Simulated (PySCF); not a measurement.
C3H8BO3, SMILES [CH2]OB(OC)OC, doublet at its GFN2-xTB optimised geometry (Å):

```
15

C      1.1244    -1.1226     0.3394
O      0.2924    -0.1098     0.0000
B     -1.0878    -0.1098     0.0000
O     -1.8977    -1.1950    -0.0489
C     -1.4856    -2.5297    -0.2277
O     -1.7320     1.0842     0.0000
C     -1.0391     2.3129     0.0484
H      2.1407    -0.9826     0.0202
H      0.9013    -1.7159     1.2092
H     -2.1407    -2.9808    -0.9752
H     -0.4454    -2.5947    -0.5625
H     -1.5925    -3.0721     0.7156
H     -1.7555     3.0721     0.3626
H     -0.6489     2.5646    -0.9416
H     -0.2050     2.2738     0.7530
```

Computed with unrestricted B3LYP/def2-TZVP (PySCF). Cells within 0.4 Å of a nucleus heavier than hydrogen are left out (blank, or x).

Map of the spin density (e/bohr³), clipped to [-0.05, 0.10] on the plane z = 0.0 Å:

```
|00000000000000000000000000000|
|00000000000000000000000000000|
|00000000000000000000000000000|
|00000000000000000000000000000|
|00000000000000000000000000000|
|00000000000000000000000000000|
|00000000000000000000000000000|
|00000000000000000000000000000|
|00000000000xx0000000000000000|
|00000000000x00000000000000000|
|00000000000000000000000000000|
|000000000xx000000000000000000|
|000000000xx000000000000000000|
|00000000000000120000000000000|
|00000000000xx0xx0000000000000|
|00000000000x002x0000000000000|
|00000000000000000000000000000|
|000000000xx000018x10000000000|
|000000000x0000028930000000000|
|00000000000000013310000000000|
|0000000000x000001100000000000|
|0000000000x000000000000000000|
|00000000000000000000000000000|
|00000000000000000000000000000|
|00000000000000000000000000000|
|00000000000000000000000000000|
|00000000000000000000000000000|
|00000000000000000000000000000|
|00000000000000000000000000000|
```
Scale: ten equal steps from -0.005 (start of '0') to 0.100 (end of '9'), in the order '0123456789'; x runs from -5.50 to 5.50, y from -5.50 (bottom) to 5.50 (top).
